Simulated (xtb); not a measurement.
AlH₂, SMILES [AlH2+], charge +1. All values are semi-empirical tight-binding results from xtb (GFN2-xTB unless named), good for trends rather than for accurate numbers. The structure is a stationary point at GFN2-xTB. The multiplicity is an assumed one; other spin states were not compared. The isomer is the one that the SMILES or the coordinates give; other isomers of the formula were not compared.

For metal compounds this method's bond lengths and energies can be far off.

Computed properties:
The point group as xtb finds it is D∞h. The orbital gap comes out as 2.37 eV, the zero-point energy is 6.9 kcal/mol and the G − E(el) at 298.15 K (modified RRHO) is -4.5 kcal/mol.
